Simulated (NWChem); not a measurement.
Molecule: MgSiH₃Cl; SMILES [SiH3][Mg][Cl]

Problem. Give the equilibrium geometry at PBE0/def2-SVP (NWChem) as an XYZ file, with the point group.

Solution. point group C3v; any orientation.
```
6

Mg    -0.0505    -0.3079     0.0001
Cl    -0.3971    -2.4917    -0.0004
Si     0.3495     2.2243     0.0006
H     -0.9292     2.9956    -0.1459
H      1.2454     2.6544    -1.1236
H      0.9945     2.6934     1.2716
```
